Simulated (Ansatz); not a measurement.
A made-up structure of Si$_{2}$H$_{2}$F$_{2}$, closed shell:

```xyz
6
angstrom
F -0.8753 0.4374 -2.4451
Si 0.2407 0.4798 -1.0698
Si -0.1668 -0.4508 1.0961
F -1.5849 -1.4023 1.5677
H 1.4899 1.3167 -1.3400
H 0.8963 -0.3808 2.1910
```

It is relaxed with PBE-D4/def2-SVP and then PBE0-D4/def2-TZVP (Ansatz 0.2.0). Atoms count as bonded within 1.22 times the sum of their covalent radii (H–H: 0.88 Å). The end point is not checked to be a true minimum.

Task: Does its bonding change? (A judgement: the text doesn't fix the answer.)

Result: By the calculation: No: no bond forms or breaks.

Where it ends: The first stage lowers the energy by 1.33 eV in 7 steps. It ends as Si₂H₂F₂ ([F][SiH][SiH][F]):
| atom | x (Å) | y (Å) | z (Å) |
| --- | --- | --- | --- |
| F1 | -0.7496 | 0.3244 | -2.2041 |
| Si2 | 0.3465 | 0.1796 | -1.0466 |
| Si3 | -0.2783 | -0.1528 | 1.0709 |
| F4 | -1.4493 | -1.1869 | 1.4199 |
| H5 | 1.2203 | 1.3889 | -1.1224 |
| H6 | 0.9104 | -0.5532 | 1.8823 |

Labels in which every atom is bracketed show which atoms are joined, not bond orders.

For scale, one of the runs: PBE0-D4/def2-TZVP relaxation, 148 basis functions, launched by `ansatz run in.yaml --threads 2 --pin off --events-out ev --progress --plain --max-ram 4352MiB`. The run took about 15 s on 2 CPU threads of an Arm Neoverse V2 (shared host).
